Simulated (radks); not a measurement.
Cr I, 24 electrons, occupied as [Ar] 3d6 (not the ground configuration). Calculated with a radial shooting solver on a logarithmic mesh with Libxc functionals: Dirac Kohn-Sham, PBEsol, spin-unpolarised, spherical densities, finite nucleus; open shells are shared between the two j in proportion to 2j + 1; Fermi nuclear charge, rms radius 3.6452 fm. Some entries of the table are withheld. Estimate them.

orbital  occ.  eigenvalue (hartree)  r(max) (bohr)  <r^2> (bohr^2)
1s1/2       2             -215.7604        0.04163        0.005439
2s1/2       2             -24.39169         0.2437          0.1016
2p1/2       2             -20.70823         0.1961             (1)
2p3/2       4             -20.39082         0.1985             (2)
3s1/2       2              -2.62773         0.7778          0.9484
3p1/2       2              -1.61094            (3)           1.106
3p3/2       4              -1.57388            (4)           1.127
3d3/2     2.4              -0.04991         0.8506           4.936
3d5/2     3.6              -0.04744         0.8538           5.103

Answer. 
(1) 2p1/2 <r^2> (bohr^2): 0.08208
(2) 2p3/2 <r^2> (bohr^2): 0.08377
(3) 3p1/2 r(max) (bohr): 0.7948
(4) 3p3/2 r(max) (bohr): 0.8019
